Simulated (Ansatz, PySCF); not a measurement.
Pulling on the In1–H2 bond in H3In (SMILES [InH3]) (multiplicity 1 held, fragments rigid). Energies count from the point at 1.731 Å.
Geometry at that point (charge 0, multiplicity 1):
```
atom    x (Å)    y (Å)    z (Å)
----  -------  -------  -------
In     0.0000   0.0000   0.0000
H      0.6866  -0.4744   1.5160
H     -0.3914   1.6604  -0.2909
H     -0.2953  -1.1861  -1.2251
```

Restricted levels (R-, RO-) in cc, def2 and unpolarised 6-31G sets keep to the state of the molecule at rest. U- levels take the lowest unrestricted solution at each point, which mixes spins at long bonds. Active spaces are followed from a long bond inwards. Levels need not reach the same state.

Frozen-core correlation. Filled d and f shells under p-block atoms count as core. Rows in LANL2DZ carry no dispersion term and start afresh at each structure. LANL2DZ brings its own core potentials from Na on.

Programs: Ansatz (a first-principles code) with Gaussian orbitals; PySCF for LANL2DZ rows.  In def2 rows elements past Kr take small-core potentials, without spin–orbit coupling.

```
level                                     energy at R = 5.538 Å (kcal/mol)
----------------------------------------  --------------------------------
U-PBE/def2-TZVPP                                                     71.37
R-r2SCAN/def2-TZVPP                                                 104.04
U-r2SCAN/def2-TZVPP                                                  72.35
U-B3LYP/LANL2DZ                                                      75.80
R-wB97X-V/def2-TZVPP                                                136.82
U-CCSD(T)/def2-TZVPP                                                 73.79
CASSCF(2,2)/def2-TZVPP                                                   ?
FIC-NEVPT4(SD) on CASSCF(2,2)/def2-TZVPP                             73.97
FIC-MRCISD+Q on CASSCF(2,2)/def2-TZVPP                               74.49
```

What belongs in the gaps?


- CASSCF(2,2)/def2-TZVPP, energy at R = 5.538 Å (kcal/mol): 66.17

Doubts at one or more of the structures used: a spin-contaminated determinant (U-PBE/def2-TZVPP, U-r2SCAN/def2-TZVPP, U-B3LYP/LANL2DZ, U-CCSD(T)/def2-TZVPP); a restricted determinant that unrestricted orbitals would lower (R-r2SCAN/def2-TZVPP, R-wB97X-V/def2-TZVPP).
